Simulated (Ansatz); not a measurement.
Reaction (cleavage of the Al–In bond): `[CH3][Al]([CH3])[InH2]` + `BN` → `B[NH][Al]([CH3])[CH3]` + `[InH3]`

Computed with Ansatz on PBE0-D4/def2-TZVP structures; ΔE is electronic, products minus reactants. CCSD(T)/CBS adds triple-zeta CCSD(T) − MP2 to the extrapolated MP2 energy (def2 sets, frozen cores). This one scheme is used for every species. Functionals use def2-TZVPP. B3LYP here is the variant with VWN-RPA as its local correlation; programs differ in this. def2 core potentials past Kr. For In outer-core shells are correlated without core-valence functions, which leaves a few kJ/mol of doubt a bond. One conformer a species, not always the lowest.

`[CH3][Al]([CH3])[InH2]`:

Z-matrix (Å, degrees):
```
C
Al 1 1.961
H 1 1.092 2 114.0
H 1 1.097 2 109.2 3 119.6
H 1 1.095 2 111.4 3 -123.0
C 2 1.962 1 117.9 3 158.8
In 2 2.675 1 121.0 3 -21.3
H 6 1.097 2 109.1 1 -79.8
H 6 1.092 2 114.2 1 160.5
H 6 1.095 2 111.3 1 37.5
H 7 1.743 2 124.2 1 -89.0
H 7 1.743 2 124.2 1 91.1
```

`BN`:

Z-matrix (Å, degrees):
```
B
N 1 1.385
H 1 1.197 2 119.0
H 1 1.197 2 119.0 3 -180.0
H 2 1.006 1 123.2 3 -0.0
H 2 1.006 1 123.2 3 180.0
```

`B[NH][Al]([CH3])[CH3]`:

```xyz
14

B    -1.260    1.459    1.577
N    -0.853    0.158    1.259
Al    0.161   -0.315   -0.169
C     0.587   -2.207   -0.376
C     0.748    1.082   -1.390
H    -1.934    1.677    2.548
H    -0.924    2.365    0.862
H    -1.165   -0.562    1.898
H     1.668   -2.361   -0.459
H     0.151   -2.605   -1.299
H     0.226   -2.825    0.450
H     1.379    1.815   -0.876
H     1.320    0.681   -2.231
H    -0.102    1.639   -1.794
```

`[InH3]`:

Z-matrix (Å, degrees):
```
In
H 1 1.724
H 1 1.724 2 120.0
H 1 1.724 2 120.0 3 -180.0
```

```json
{"level": "PBE-D4", "ΔE (kJ/mol)": "-27.7", "difference from CCSD(T)/CBS": "12.2"}
{"level": "r2SCAN-D4", "ΔE (kJ/mol)": "-42.2", "difference from CCSD(T)/CBS": "-2.3"}
{"level": "PBE0-D4", "ΔE (kJ/mol)": "-32.5", "difference from CCSD(T)/CBS": "7.4"}
{"level": "B3LYP-D4", "ΔE (kJ/mol)": "-42.2", "difference from CCSD(T)/CBS": "-2.3"}
{"level": "ωB97X-V", "ΔE (kJ/mol)": "-46.6", "difference from CCSD(T)/CBS": "-6.7"}
{"level": "ωB97M-V", "ΔE (kJ/mol)": "-48.0", "difference from CCSD(T)/CBS": "-8.1"}
{"level": "B2PLYP", "ΔE (kJ/mol)": "-42.7", "difference from CCSD(T)/CBS": "-2.8"}
{"level": "PBE", "ΔE (kJ/mol)": "-24.9", "difference from CCSD(T)/CBS": "15.0"}
{"level": "r2SCAN", "ΔE (kJ/mol)": "-41.3", "difference from CCSD(T)/CBS": "-1.4"}
{"level": "PBE0", "ΔE (kJ/mol)": "-30.2", "difference from CCSD(T)/CBS": "9.7"}
{"level": "B3LYP", "ΔE (kJ/mol)": "-38.0", "difference from CCSD(T)/CBS": "1.9"}
{"level": "HF/def2-TZVPP", "ΔE (kJ/mol)": "-51.3", "difference from CCSD(T)/CBS": "-11.4"}
{"level": "MP2/def2-TZVPP", "ΔE (kJ/mol)": "-45.9", "difference from CCSD(T)/CBS": "-6.0"}
{"level": "SCS-MP2/def2-TZVPP", "ΔE (kJ/mol)": "-47.3", "difference from CCSD(T)/CBS": "-7.4"}
{"level": "CCSD/def2-TZVPP", "ΔE (kJ/mol)": "-44.7", "difference from CCSD(T)/CBS": "-4.8"}
{"level": "CCSD(T)/def2-TZVPP", "ΔE (kJ/mol)": "-44.3", "difference from CCSD(T)/CBS": "-4.4"}
{"level": "HF/def2-QZVPP", "ΔE (kJ/mol)": "-52.5", "difference from CCSD(T)/CBS": "-12.6"}
{"level": "MP2/def2-QZVPP", "ΔE (kJ/mol)": "-43.8", "difference from CCSD(T)/CBS": "-3.9"}
{"level": "SCS-MP2/def2-QZVPP", "ΔE (kJ/mol)": "-45.5", "difference from CCSD(T)/CBS": "-5.6"}
{"level": "HF/CBS(def2)", "ΔE (kJ/mol)": "-52.7", "difference from CCSD(T)/CBS": "-12.8"}
{"level": "MP2/CBS(def2)", "ΔE (kJ/mol)": "-41.5", "difference from CCSD(T)/CBS": "-1.6"}
{"level": "CCSD/CBS(def2)", "ΔE (kJ/mol)": "-40.2", "difference from CCSD(T)/CBS": "-0.3"}
{"level": "CCSD(T)/CBS", "ΔE (kJ/mol)": "-39.9", "difference from CCSD(T)/CBS": "0"}
```

Largest T1 diagnostic among the species: 0.014.

The D4 term adds −4.2 kJ/mol with B3LYP and −2.3 kJ/mol with PBE0; it sums over pairs of atoms, weighted by their polarisabilities, and B3LYP, whose exchange is more repulsive, gets the larger term. From PBE to PBE0 (25 % exact exchange), in def2-TZVPP and without D4, ΔE moves by −5.3 kJ/mol.

CCSD(T)/CBS has its own doubt, a few kJ/mol and more with outer-core shells, so smaller differences from it don't rank the levels.
